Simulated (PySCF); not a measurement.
Computed vibrations of Eu2O2F2

Eu2O2F2 (singlet in the valence; each metal's 4f electrons, 6 of them, lie in its core potential, out of spins and levels). PySCF 2.14.0, RKS PBE, Eu lcecp-1-SVP with ECP52, O def2-SVP, F def2-SVP; non-relativistic Hamiltonian with scalar-relativistic core potentials where named; density fitting; no spin-orbit coupling. Central differences of gradients.

```xyz
6

Eu    0.0000   -0.7315    1.4291
Eu    0.0000    0.7315   -1.4291
O     1.3571    0.0000    0.0000
O    -1.3571    0.0000    0.0000
F     0.0000    0.5029    3.0915
F     0.0000   -0.5029   -3.0915
```

Run from Python with OMP_NUM_THREADS=2. Where DIIS fails, smearing, a level shift and second-order steps follow.
It took 2.3 min on 2 threads of Arm Neoverse V1 (shared host).

Task: What are the harmonic wavenumbers and infrared intensities?

Result: Modes are labelled in C2h; negative numbers are unstable modes, those under 60 cm⁻¹ near the noise; a finer grid moves soft modes by up to 10 cm⁻¹.
```
cm⁻¹  km/mol  symmetry
  41    20.4        bu
  78    18.5        au
  79     0.0        ag
 156     0.0        bg
 216     0.0        ag
 235    46.0        bu
 408     0.0        bg
 514   180.9        au
 532   359.9        bu
 541     0.0        ag
 586     0.0        ag
 620   282.2        bu
```

Task: Is this a minimum?

Result: Yes, within the noise of the softest modes. Ideal gas at 298.15 K and 1 bar: S = 423.0 J/(mol K), Cp = 110.5 J/(mol K), H − H(0 K) = 23.9 kJ/mol (rigid rotor, harmonic modes, spin degeneracy alone, that of the 4f electrons in the core included; the modes under 60 cm⁻¹ make these uncertain).

An lcecp potential fixes the number of 4f electrons, so in runs with it no electron can move into or out of that shell.
